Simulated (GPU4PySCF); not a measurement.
N-phenylbenzimidazole (C₁₃H₁₀N₂), SMILES c1ccc(-n2cnc3ccccc32)cc1.

Coordinates come from a PBE-D3(BJ)/def2-TZVP optimisation. The values are those of a single conformer.

Level of theory: PBE-D3(BJ)/def2-TZVP in GPU4PySCF.

No scaling factor is applied to the harmonic values.

Computed vibrational spectrum:
```tsv
mode	ν (cm⁻¹)	IR (km/mol)	moving atoms (share of kinetic energy)
1	52	0.9	C 75 %, H 17 %
2	68	0.2	C 69 %, N 16 %, H 15 %
3	90	0.0	C 76 %, H 15 %, N 9 %
4	211	1.6	C 77 %, H 14 %, N 9 %
5	221	2.2	C 77 %, H 16 %
6	249	0.9	C 72 %, N 15 %, H 13 %
7	317	1.3	C 72 %, N 19 %, H 9 %
8	372	0.9	C 61 %, N 27 %, H 11 %
9	403	0.8	C 73 %, H 27 %
10	420	6.8	C 71 %, H 28 %
11	465	3.6	C 66 %, H 18 %, N 16 %
12	515	11.8	C 71 %, H 16 %, N 14 %
13	570	5.9	C 73 %, H 14 %, N 13 %
14	575	1.8	C 72 %, H 14 %, N 13 %
15	607	1.1	C 79 %, H 11 %, N 9 %
16	613	2.9	C 80 %, N 13 %
17	627	0.2	C 43 %, N 37 %, H 20 %
18	686	34.3	C 55 %, H 45 %
19	700	9.9	C 82 %, H 9 %, N 9 %
20	726	61.7	H 73 %, C 26 %
21	746	37.4	C 49 %, H 49 %
22	761	1.4	C 67 %, H 27 %
23	787	15.3	C 74 %, H 14 %, N 12 %
24	813	4.5	H 71 %, C 26 %
25	814	0.9	H 78 %, C 22 %
26	839	3.5	H 56 %, C 42 %
27	871	6.7	C 51 %, N 37 %, H 12 %
28	885	4.2	H 65 %, C 33 %
29	895	0.9	H 71 %, C 28 %
30	916	0.4	H 79 %, C 20 %
31	921	0.4	H 74 %, C 26 %
32	936	0.5	H 81 %, C 19 %
33	967	8.4	C 60 %, N 32 %
34	993	0.0	C 90 %, H 10 %
35	1008	10.1	C 54 %, H 45 %
36	1027	1.3	C 53 %, H 46 %
37	1074	7.0	H 64 %, C 36 %
38	1097	2.8	H 53 %, C 43 %
39	1130	10.5	H 65 %, C 31 %
40	1144	3.5	H 73 %, C 22 %
41	1149	0.1	H 93 %
42	1164	4.6	H 87 %, C 12 %
43	1192	50.7	C 46 %, N 28 %, H 26 %
44	1220	35.2	C 50 %, H 41 %, N 8 %
45	1268	28.2	C 41 %, H 37 %, N 22 %
46	1280	31.4	H 54 %, C 35 %, N 11 %
47	1310	5.2	H 63 %, C 29 %
48	1347	1.4	C 93 %
49	1365	15.6	N 44 %, C 42 %, H 14 %
50	1382	12.1	C 80 %, H 17 %
51	1436	74.6	C 65 %, H 27 %, N 8 %
52	1446	20.8	C 62 %, H 36 %
53	1473	2.4	C 71 %, H 26 %
54	1481	72.0	C 62 %, N 27 %, H 11 %
55	1490	143.4	C 61 %, H 31 %
56	1577	2.8	C 92 %
57	1588	5.6	C 91 %
58	1600	65.3	C 91 %, H 9 %
59	1613	3.7	C 93 %
60	3106	0.3	H 92 %
61	3107	2.6	H 92 %
62	3114	3.8	H 92 %, C 8 %
63	3118	10.6	H 92 %, C 8 %
64	3123	14.1	H 92 %, C 8 %
65	3128	11.7	H 91 %, C 9 %
66	3131	3.2	H 91 %, C 9 %
67	3134	13.7	H 91 %, C 9 %
68	3136	3.8	H 91 %, C 9 %
69	3165	0.1	H 91 %, C 9 %
```
